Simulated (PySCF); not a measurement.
Compound: C4H4N2O3 (charge -1 and doublet state).
Geometry (GFN2-xTB, Å), atoms numbered from 1 in this order:
```
atom  x, y, z in Å
C1     2.3757    0.5266   -0.1028
O2     1.8652   -0.6709    0.4296
C3     0.5134   -0.7461    0.3819
N4    -0.2487    0.2213   -0.1272
C5    -1.5009   -0.2681    0.0310
C6    -2.6738    0.3870   -0.3512
O7    -3.8580   -0.0038   -0.2326
O8    -1.4578   -1.5129    0.6295
N9    -0.1110   -1.8051    0.8500
H10    2.1035    0.6348   -1.1571
H11    3.4597    0.4707    0.0040
H12    1.9853    1.3934    0.4387
H13   -2.4568    1.3737   -0.8115
```

The hyperfine couplings belong to this conformer and change with its torsions.

Identity: `CO[C]1N=C(C=O)O[N-]1` [radical] (charge -1).

Method used: UKS B3LYP, pcH-1 on C H N O, non-relativistic, mean-field spin-orbit, GIAO (PySCF). Whether the extra electron is bound in the gas phase wasn't checked; a finite basis holds it in any case. A GFN2-xTB geometry isn't a minimum of the functional, and hyperfine couplings can be far from their values at a DFT geometry, by a factor of two or more for some ions and for spin on atoms past the first row. Stability of the SCF solution: not tested.

(1) The isotropic 17O couplings are -25.3, -18.6, +2.4 MHz. Assign them to O2; O7; O8.

(2) Match the computed a_iso(14N) values +8.0, +5.7 MHz with the sites N4; N9.

(3) The isotropic 1H couplings, averaged over equivalent nuclei, are -18.8, -0.7 MHz. Assign them to H10/H11/H12; H13.

## Answers

(1) 
```json
{"site": "O2", "a_iso (MHz)": "+2.4", "ρ(0) (bohr⁻³)": "-0.0040", "position": "5 bonds from O7", "distance from O7 (Å)": "5.80", "spin population": "-0.01", "largest |T| (MHz)": "3.6"}
{"site": "O7", "a_iso (MHz)": "-25.3", "ρ(0) (bohr⁻³)": "+0.0417", "position": "largest spin population", "distance from O7 (Å)": "0.00", "spin population": "+0.31", "largest |T| (MHz)": "102.5"}
{"site": "O8", "a_iso (MHz)": "-18.6", "ρ(0) (bohr⁻³)": "+0.0306", "position": "3 bonds from O7", "distance from O7 (Å)": "2.96", "spin population": "+0.11", "largest |T| (MHz)": "52.8"}
```

(2) 
| site | a_iso (MHz) | ρ(0) (bohr⁻³) | position | distance from O7 (Å) | spin population | largest \|T\| (MHz) |
| --- | --- | --- | --- | --- | --- | --- |
| N4 | +5.7 | +0.0178 | 3 bonds from O7 | 3.62 | +0.13 | 15.3 |
| N9 | +8.0 | +0.0247 | 4 bonds from O7 | 4.30 | +0.17 | 18.0 |

(3) 
```csv
site,a_iso (MHz),ρ(0) (bohr⁻³),position,distance from O7 (Å),bound to,spin population there,largest |T| (MHz)
H10/H11/H12,-0.7,-0.0002,7 bonds from O7,6.48,C1,0.00,1.9
H13,-18.8,-0.0042,"2 bonds from O7, on C6 of spin population +0.18",2.05,C6,+0.18,12.0
```

ρ(0) is the spin density at the nucleus and T the dipolar tensor; entries for several nuclei are means. The Mulliken spin populations are largest on O7 (+0.31), C6 (+0.18), C5 (+0.18) and N9 (+0.17). Four atoms exceed +0.15.

Class means assume fast exchange of nuclei equivalent by connectivity; if that motion is slow, each nucleus keeps its own coupling.

C3, the radical centre as drawn in `CO[C]1N=C(C=O)O[N-]1`, holds a spin population of -0.06 out of 1.

Time: 31 s of wall time (grids of density and orbitals included); peak memory 1.1 GiB. Hardware: one thread of an AMD EPYC 9R45, shared host with 96 logical CPUs at a one-minute load of 17.
